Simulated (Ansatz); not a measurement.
(CuH)n: r2SCAN-D4/def2-TZVP single points in Ansatz on relaxed structures, gas phase. Each cluster is the lowest isomer that a short search found in that spin, judged at the geometry's level, and lower ones may exist. Binding counts from free atoms in the multiplicity of their measured ground term, without zero-point energy. Singlets are spin-restricted. A dash marks a value that wasn't run or was left out as unsound. The structures are stationary points that may keep the symmetry of their start. Remarks come from the PBE and PBE0 runs and from stability tests at other levels; not every state was tested. HOMO above LUMO (over both spins in singlets and doublets, within one spin in higher multiplets; at PBE or PBE0), or a gap under 0.15 eV within one spin, warns that the state may not be the lowest or that an electron is smeared out.

| species | atoms | state | geometry | HOMO (eV) | LUMO (eV) | gap (eV) | vertical IE (eV) | binding per atom (eV) | lowest of the spins relaxed | point group (within 0.1 Å) | remarks |
| --- | --- | --- | --- | --- | --- | --- | --- | --- | --- | --- | --- |
| (CuH)2 ring (Cu2H2) | 4 | singlet | r2SCAN-D4/def2-TZVP | -4.40 | -2.93 | 1.48 | 7.49 | 1.66 | – | D2h | – |
| (CuH)3 ring (Cu3H3) | 6 | singlet | PBE-D4/def2-SVP | -5.25 | -1.70 | 3.55 | 8.23 | 2.18 | – | D3h | gap within one spin near zero at PBE or PBE0 (+1 doublet) |
| Cu2H2 | 4 | singlet | PBE0-D4/def2-TZVP | -5.17 | -3.53 | 1.65 | 8.24 | 1.77 | singlet, of singlet/triplet/quintet | Cs | – |

Task: Estimate the rows for Cu5H5 (singlet, PBE-D4/def2-SVP geometry).

Result: 
```csv
species,atoms,state,geometry,HOMO (eV),LUMO (eV),gap (eV),vertical IE (eV),binding per atom (eV),lowest of the spins relaxed,point group (within 0.1 Å),remarks
Cu5H5,10,singlet,PBE-D4/def2-SVP,-5.85,-2.55,3.29,–,2.41,"singlet, of singlet/triplet/quintet",–,"gap within one spin near zero at PBE or PBE0 (+1 doublet), HOMO above LUMO (+1 doublet)"
```

The gap (eV) runs from 1.48 ((CuH)2 ring) to 3.55 ((CuH)3 ring). The vertical IE (eV) runs from 7.49 ((CuH)2 ring) to 8.24 (Cu2H2). The binding per atom (eV) runs from 1.66 ((CuH)2 ring) to 2.41 (Cu5H5).
